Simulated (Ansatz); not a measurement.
`[AlH2][C@H]1C[Si@@H]1S`. Total charge 0; spin multiplicity 1.

```xyz
12

Al   -0.618   -0.195    2.110
C    -0.864   -0.142    0.213
C    -0.572    1.039   -0.733
Si    0.834   -0.129   -0.585
S     1.198   -1.616   -2.047
H    -0.991   -1.523    2.894
H     0.059    1.045    2.837
H    -1.491   -0.923   -0.218
H    -1.126    1.046   -1.666
H    -0.490    2.022   -0.277
H     2.003    0.251    0.238
H     2.059   -0.874   -2.766
```

(1) Give the diagnostics of a CCSD(T)/def2-TZVPP run (frozen core, Ansatz 0.2.0). (Estimate.)

Results:

(1) Computed: T1 = 0.0115, largest single amplitude 0.015, largest double 0.028, (T) share of the correlation energy 4.4 %, 9 CCSD cycles. The RHF solution is stable towards an unrestricted one. T1 lies under the customary mark of 0.02 for closed shells.
